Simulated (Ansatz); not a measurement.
Born–Oppenheimer molecular dynamics of CH$_{5}$ClOSi$_{2}$ (10 atoms, charge 0, multiplicity 1). It starts from a relaxed structure.

Method: UKS BHLYP-D4/6-31G (Ansatz 0.2.0).

| Quantity | Value |
| --- | --- |
| ensemble | NVT, Nosé–Hoover chain |
| time step | 0.5 fs |
| steps asked | 225 |
| set temperature | 1500 K |
| thermostat | time constant 50 fs, chain length 1 |
| seed | 680291 |

First frame:

```xyz
10
Properties=species:S:1:pos:R:3
Cl -2.594 -1.565 -1.755
C -1.429 -0.246 -1.112
Si 0.052 -1.103 -0.240
O 0.873 0.099 0.595
Si 1.722 1.254 1.474
H -2.006 0.362 -0.426
H -1.140 0.346 -1.969
H -0.485 -2.121 0.720
H 2.876 0.602 2.177
H 2.214 2.320 0.539
```

Q: How far do the bonds stretch over the last three quarters of this one trajectory? (Pairs bonded in most of those frames.)

A: 
```json
{"bond": "Cl1–C2", "mean (Å)": "1.945", "spread (Å)": "0.114", "shortest": "1.74", "longest": "2.12"}
{"bond": "C2–Si3", "mean (Å)": "1.962", "spread (Å)": "0.063", "shortest": "1.86", "longest": "2.06"}
{"bond": "C2–H6", "mean (Å)": "1.090", "spread (Å)": "0.030", "shortest": "1.02", "longest": "1.19"}
{"bond": "C2–H7", "mean (Å)": "1.094", "spread (Å)": "0.052", "shortest": "1.00", "longest": "1.18"}
{"bond": "Si3–O4", "mean (Å)": "1.717", "spread (Å)": "0.048", "shortest": "1.64", "longest": "1.81"}
{"bond": "Si3–H8", "mean (Å)": "1.505", "spread (Å)": "0.044", "shortest": "1.43", "longest": "1.59"}
{"bond": "O4–Si5", "mean (Å)": "1.706", "spread (Å)": "0.037", "shortest": "1.64", "longest": "1.76"}
{"bond": "Si5–H9", "mean (Å)": "1.580", "spread (Å)": "0.172", "shortest": "1.29", "longest": "1.87"}
{"bond": "Si5–H10", "mean (Å)": "1.539", "spread (Å)": "0.060", "shortest": "1.42", "longest": "1.72"}
```

Mean temperature of the second half: 1305 K. The conserved energy stayed within 1.4 meV per atom of its start (net change 0.87 meV per atom), so the integration is sound. The mean temperature of the second half is 13 % below the set value. A run of 0.11 ps of so small a system gives no equilibrium averages. Limits of this set-up: no polarisation functions.

Time of the run: 22 min on 2 threads of Arm Neoverse N1, with other jobs on the host, peak memory 0.25 GiB.
